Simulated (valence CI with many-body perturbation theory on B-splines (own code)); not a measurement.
# Which ion has this spectrum?

A relativistic CI+MBPT calculation for an atom or ion with 16 electrons gives these levels (eV):

| J | Parity | E | g |
| --- | --- | --- | --- |
| 2 | even | 0.00 | 1.33 |
| 0 | even | 21.20 |  |
| 2 | odd | 251.36 | 1.04 |
| 1 | odd | 260.67 | 1.09 |
| 0 | odd | 260.88 |  |
| 3 | odd | 261.08 | 1.08 |
| 4 | odd | 358.28 | 1.25 |
| 2 | odd | 366.03 | 1.23 |
| 3 | odd | 385.83 | 1.20 |
| 1 | odd | 398.13 | 1.05 |
| 1 | even | 448.55 | 1.49 |
| 2 | even | 458.64 | 1.14 |
| 2 | even | 513.53 | 0.75 |
| 0 | even | 539.87 |  |

The energies are calculated, and their last digits are not significant.

(1) Which is it?
A. Re59+
B. Au63+
C. Pt62+
D. Hg64+

Answers

(1) C. Pt62+, ground level (3s^2 3p1/2^2 3p3/2^2) J=2.
